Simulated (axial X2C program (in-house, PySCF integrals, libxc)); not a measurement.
**Ionising NiH**

Calculated with an in-house relativistic program for diatomic molecules, spin-free (one-electron X2C) or two-component (2c: spin–orbit coupling with atomic mean-field Coulomb and Gaunt terms, which also bring small scalar terms), in Dyall basis sets with cores contracted in-house; open shells are unrestricted.

Basis sets: H dyall-v3z, Ni dyall-cv3z. Frozen shells (counts by l): NiH Ni 3s2p, H none, 11 electrons correlated; NiH⁺ Ni 3s2p, H none, 10 electrons correlated. Coupled cluster in natural virtuals with an MP2 remainder. Where the outer core of a metal is frozen, bonds come out longer and ionisation energies lower.

```tsv
Hamiltonian	level	NiH state	Re (Å)	ωe (cm⁻¹)	De (eV)
spin-free	HF	M_S = 1/2, Λ = 2	1.622	1662.2	1.14
spin-free	PBE0	M_S = 1/2, Λ = 2	1.454	2001.4	2.59
spin-free	CCSD	M_S = 1/2, Λ = 2	1.418	2095.3	2.10
spin-free	CCSD(T)	M_S = 1/2, Λ = 2	1.418	1961.1	2.01
2c	HF	Ω = 5/2	1.623	1660.9	1.11
2c	PBE0	Ω = 5/2	1.454	2000.5	n/a
2c	CCSD	Ω = 5/2	1.419	2090.3	2.07
2c	CCSD(T)	Ω = 5/2	1.419	1956.6	1.97
```

Adiabatic ionisation energy (minimum to minimum, no zero-point term) and constants of NiH⁺:

```json
{"Hamiltonian": "spin-free", "level": "HF", "NiH⁺ state": "M_S = 1, Λ = 2", "IE (eV)": "6.94", "Re (Å)": "1.556", "ωe (cm⁻¹)": "1877.3", "De (eV)": "2.25", "fragments": "Ni+ + H"}
{"Hamiltonian": "spin-free", "level": "PBE0", "NiH⁺ state": "M_S = 1, Λ = 2", "IE (eV)": "8.48", "Re (Å)": "1.469", "ωe (cm⁻¹)": "2039.3", "De (eV)": "1.92", "fragments": "Ni+ + H"}
{"Hamiltonian": "spin-free", "level": "CCSD", "NiH⁺ state": "M_S = 1, Λ = 2", "IE (eV)": "7.74", "Re (Å)": "1.464", "ωe (cm⁻¹)": "2101.9", "De (eV)": "2.00", "fragments": "Ni+ + H"}
{"Hamiltonian": "spin-free", "level": "CCSD(T)", "NiH⁺ state": "M_S = 1, Λ = 2", "IE (eV)": "7.70", "Re (Å)": "1.461", "ωe (cm⁻¹)": "2099.8", "De (eV)": "1.93", "fragments": "Ni+ + H"}
{"Hamiltonian": "2c", "level": "HF", "NiH⁺ state": "Ω = 3", "IE (eV)": "6.94", "Re (Å)": "1.557", "ωe (cm⁻¹)": "1876.2", "De (eV)": "n/a", "fragments": "Ni+ + H"}
{"Hamiltonian": "2c", "level": "PBE0", "NiH⁺ state": "Ω = 3", "IE (eV)": "8.48", "Re (Å)": "1.469", "ωe (cm⁻¹)": "2038.4", "De (eV)": "n/a", "fragments": "Ni+ + H"}
{"Hamiltonian": "2c", "level": "CCSD", "NiH⁺ state": "Ω = 3", "IE (eV)": "7.74", "Re (Å)": "1.465", "ωe (cm⁻¹)": "2099.2", "De (eV)": "n/a", "fragments": "Ni+ + H"}
{"Hamiltonian": "2c", "level": "CCSD(T)", "NiH⁺ state": "Ω = 3", "IE (eV)": "7.69", "Re (Å)": "1.462", "ωe (cm⁻¹)": "2097.1", "De (eV)": "n/a", "fragments": "Ni+ + H"}
```

(1) Add the zero-point terms to the ionisation energy at CCSD(T), 2c, and say whether the electron removed was bonding.

Each entry is the lowest single determinant of a limited PBE0 search at one distance. De goes to single-determinant-based atoms at the same level (for ions the charge split of lowest energy) and is withheld (n/a) where an atom does not fit its ground term or J level. Main or longest-lived isotopes. One determinant is a doubtful description, or other states lie close, for NiH, NiH⁺; these need not be ground states, and all values refer to the states named. With several unpaired electrons the Ω given is that of one determinant, not necessarily of the lowest component. The functionals have no current term, which raises determinants with orbital currents.

Answers

(1) IE0 = IE + (ωe⁺ − ωe)/2 = 7.69 + (0.009) = 7.70 eV. Re changes by 0.043 Å, so the bond lengthens, as on loss of a bonding electron.
